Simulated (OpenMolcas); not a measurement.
Ni2+ among 4 point charges of -2 e arranged as a tetrahedron (Td).

- Program: OpenMolcas 26.06
- Method: CASSCF
- Basis: ANO-RCC-VDZP [5s4p2d1f]
- Scalar Hamiltonian: DKH2, point nucleus
- Active space: 8 electrons in 5 orbitals (3d)
- State averaging: 2S+1 = 3 even, 10 roots; 2S+1 = 1 even, 15 roots
- Spin-orbit coupling: RASSI with atomic mean-field integrals over the reference wave functions

All point charges move together. At R = 1.63 Å |10Dq| is 2407 cm-1, and at R = 1.96 Å it is 1489 cm-1.

**Question.** A third run gives 2012 cm-1. What distance was it run at?

**Answer.** With a power law R^-n the two known points give n = -ln(1489 / 2407) / ln(1.96 / 1.63) = 2.61. Then R = 1.63 × (2407 / 2012)^(1/2.61) = 1.746 Å. The run was at 1.77 Å, so the estimate is off by -0.024 Å.

An orbital triplet at a regular site is open to Jahn-Teller coupling, which can distort the site and quench the lowest spin-orbit gaps and is left out. Without dynamic correlation the repulsion within the d shell is too large (B by tens of per cent), so at a given field states of lower spin stand too high. The ground term spreads over less than 5000 cm-1, several times less than with real ligands, so orbital moments are less quenched and χT lies further from the spin-only value than at real sites. This is an electrostatic model: the charges have no orbitals. No measured value stands beside these numbers.
